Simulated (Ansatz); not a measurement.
Reaction (homolysis of the F–Si bond): `O[Si@H](F)[Si@@H](O)F` → F• + `O[SiH][SiH](O)F`•

Isolated molecules relaxed with PBE0-D4/def2-TZVP in Ansatz; ΔE leaves out vibrations. CBS: MP2 limit from def2 TZ/QZ plus the TZ coupled-cluster correction, frozen cores. This one scheme is used for every species, atoms too. DFT in def2-TZVPP. B3LYP here is the variant with VWN-RPA as its local correlation; programs differ in this. Open shells (•) are unrestricted, without spin–orbit coupling. Spin–orbit coupling would lower the free atoms: a little for F. Each species was taken in one conformer, which may not be the lowest.

| level | ΔE (kcal/mol) | difference from CCSD(T)/CBS |
| --- | --- | --- |
| PBE-D4 | 152.8 | -4.3 |
| r2SCAN-D4 | 151.1 | -6.0 |
| B3LYP-D4 | 151.2 | -5.9 |
| ωB97X-V | 154.5 | -2.6 |
| ωB97M-V | 155.2 | -1.9 |
| HF/def2-TZVPP | 118.1 | -39.0 |
| SCS-MP2/def2-TZVPP | 157.2 | 0.1 |
| HF/def2-QZVPP | 118.8 | -38.3 |
| MP2/def2-QZVPP | 163.4 | 6.3 |
| HF/CBS(def2) | 118.8 | -38.3 |
| CCSD(T)/CBS | 157.1 | 0 |

Largest T1 diagnostic among the species: 0.015.

From PBE to PBE0 (25 % exact exchange), in def2-TZVPP and without D4, ΔE moves by −3.6 kcal/mol: exact exchange takes away binding that semilocal exchange gives to molecules. In def2-TZVPP, CCSD(T) changes the Hartree–Fock value by +34.2 kcal/mol (the triples alone add +2.0 kcal/mol) and MP2 by +42.3 kcal/mol; breaking electron pairs costs correlation energy, which Hartree–Fock lacks.

CCSD(T)/CBS has its own doubt, a few kJ/mol and more with outer-core shells, so smaller differences from it don't rank the levels.
